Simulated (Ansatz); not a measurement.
One change: `B/C=[N]\[AlH][SiH3]` becomes `B/C=N\BF`.

Ansatz, PBE0-D4/def2-TZVP geometries, multiplicity 1. Each molecule was computed in one conformer, which needn't be the lowest.

```tsv
property	`B/C=[N]\[AlH][SiH3]`
HOMO–LUMO gap (ωB97M-V/def2-TZVPP) / eV	10.11
HOMO–LUMO gap (B3LYP/def2-TZVPP) / eV	5.75
size of the dipole moment (B3LYP/def2-TZVPP) / D	1.51
HOMO–LUMO gap (PBE/def2-TZVPP) / eV	3.99
size of the dipole moment (ωB97M-V/def2-TZVPP) / D	1.58
HOMO energy (ωB97M-V/def2-TZVPP) / eV	-9.71
```

(1) Give the same properties after the change, and the shifts. (Estimate.)

## Answers

(1) Ansatz gave: 
```csv
property,`B/C=N\BF`,shift
HOMO–LUMO gap (ωB97M-V/def2-TZVPP) / eV,10.91,0.80
HOMO–LUMO gap (B3LYP/def2-TZVPP) / eV,6.01,0.26
size of the dipole moment (B3LYP/def2-TZVPP) / D,2.41,0.90
HOMO–LUMO gap (PBE/def2-TZVPP) / eV,4.16,0.17
size of the dipole moment (ωB97M-V/def2-TZVPP) / D,2.42,0.84
HOMO energy (ωB97M-V/def2-TZVPP) / eV,-10.28,-0.57
```

With PBE0 the HOMO falls by 0.38 eV and the LUMO falls by 0.08 eV, so the gap widens by about 0.30 eV. PBE moves the HOMO by -0.26 eV and ωB97M-V by -0.57 eV. Dipoles are sizes alone; their direction can turn.

B3LYP here is the variant with VWN-RPA as its local correlation; programs differ in this.
